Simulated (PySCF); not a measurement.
**SMILES C=C=C(C=C)C(C)=O, C7H8O**

Cartesian coordinates in Å; atom numbers follow the order of the lines, from 1:
```xyz
16

C    -0.3996    2.3398    1.0276
C    -0.0373    1.2002    0.5431
C     0.3598    0.0493    0.0407
C     1.7263   -0.4074    0.3086
C     2.2313   -1.5886   -0.0189
C    -0.5833   -0.7417   -0.7984
C    -2.0337   -0.3354   -0.6738
O    -0.2330   -1.6363   -1.5300
H    -0.8589    2.4238    2.0005
H    -0.2642    3.2629    0.4852
H     2.3329    0.3144    0.8431
H     3.2489   -1.8407    0.2281
H     1.6609   -2.3310   -0.5470
H    -2.1537    0.7067   -0.9608
H    -2.6436   -0.9639   -1.3176
H    -2.3604   -0.4431    0.3582
```

Theory: PySCF 2.14.0, GIAO B97-2/pcSseg-1 magnetisability, rotational g tensor and spin-rotation constants, non-relativistic, gas phase. Geometry: GFN2-xTB.

**Question.** How diamagnetic is it, and how anisotropic?

**Answer.** Isotropic -954 × 10⁻³⁰ J/T², or -57.4 × 10⁻⁶ cm³/mol; principal values -1153, -962, -747 × 10⁻³⁰ J/T², anisotropy 352 × 10⁻³⁰ J/T² (root of half the summed squared differences of the principal values). The susceptibility is in cgs units.

**Question.** Split it along the inertial axes a, b, c into diamagnetic and paramagnetic parts about the centre of mass, with the quadrupole moment.

**Answer.** 
| axis | χ (10⁻⁶ cm³/mol) | diamagnetic (10⁻⁶ cm³/mol) | paramagnetic (10⁻⁶ cm³/mol) | summed x² of all electrons (Å²) | quadrupole Θ (D Å) |
| --- | --- | --- | --- | --- | --- |
| a | -48.1 | -576.5 | 528.4 | 156.1 | +3.36 |
| b | -55.1 | -727.3 | 672.2 | 120.5 | -0.69 |
| c | -69.2 | -1173.3 | 1104.2 | 15.4 | -2.67 |

Anisotropies 2χaa − χbb − χcc = +28.0 and 2χbb − χaa − χcc = +7.1 × 10⁻⁶ cm³/mol. Θ is traceless in Buckingham's convention.

**Question.** And the rotational g tensor?

**Answer.** 
```tsv
axis	rotational constant (GHz)	g	nuclear part	electronic part
a	2.5518	-0.0436	0.5899	-0.6334
b	1.9326	-0.0245	0.5858	-0.6103
c	1.1336	-0.0063	0.5818	-0.5880
```
Asymmetric top; isotopes 12C, 1H, 16O; no vibrational averaging.
